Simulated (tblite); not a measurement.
Species: C5H8OS2Si.
Atom-mapped SMILES: `[CH3:1][C:2]#[C:3][C@@H:4]1[CH2:5][S:6][Si@@H:7]([OH:8])[S:9]1` (hydrogens: H10, H11, H12 on C1; H13 on C4; H14, H15 on C5; H16 on Si7; H17 on O8)

Geometry (GFN2-xTB, Å), atoms numbered from 1 in this order:
```xyz
17
C5H8OS2Si angstrom
C      3.248    0.311   -0.229
C      1.944   -0.155    0.179
C      0.878   -0.582    0.527
C     -0.451   -0.999    0.900
C     -1.220   -1.593   -0.271
S     -1.531   -0.377   -1.602
Si    -1.613    1.359   -0.338
O     -2.964    2.231   -0.462
S     -1.393    0.438    1.581
H      4.010   -0.056    0.457
H      3.266    1.400   -0.229
H      3.471   -0.048   -1.234
H     -0.409   -1.726    1.718
H     -0.652   -2.406   -0.724
H     -2.188   -1.971    0.064
H     -0.567    2.303   -0.653
H     -3.835    1.883   -0.278
```

Level: GFN2-xTB in tblite, geometry and Hessian alike; calculated harmonic values, unscaled, isolated species. Errors from tens to a few hundred cm⁻¹ against measured bands are possible. Modes of hydrogen on silicon can be 10 to 20 % off. One conformer, not necessarily the lowest. The optimisation stopped once no atom felt more than 0.01 eV/Å.

Lowest wavenumbers of the output (negative numbers stand for imaginary wavenumbers):
```
mode    cm-1
  1     -28.5
  2      44.3
  3      61.5
  4     103.0
  5     153.2
  6     184.3
  7     214.6
  8     254.9
```

Question: Is this structure a minimum?

Answer: Not by this Hessian. 1 mode is imaginary beyond 20i (28i cm⁻¹), so at this level the point lies at or near a first-order saddle. The curvature is small, so loose convergence or finite differences may be the whole cause.

Question: Which atoms move in the imaginary mode?

Answer: 28i: H12 (methyl hydrogen) 34 %, H11 (methyl hydrogen) 33 %, H10 (methyl hydrogen) 32 %. These are shares of the mass-weighted motion.

Question: What is the remedy?

Answer: Step along that mode in both directions, optimise again with tighter thresholds and repeat the frequencies. The zero-point energy of this point (73.3 kcal/mol) counts the 44 real modes alone, and thermal corrections from it aren't those of a minimum.
